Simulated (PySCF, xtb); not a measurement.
SeHCl, SMILES Cl[SeH].

Harmonic wavenumbers (cm⁻¹) from GFN2-xTB (xtb) at its own minimum, in rising order: 388, 712, 1997.

Task: What does B3LYP-D3(BJ)/def2-TZVP (PySCF) give at its own minimum? (Estimate from the structure and the level; the computed values follow.)

Result: 406, 787, 2385. Paired by order, the mean absolute difference is 160 cm⁻¹ and the zero-point energies are 4.4 and 5.1 kcal/mol.
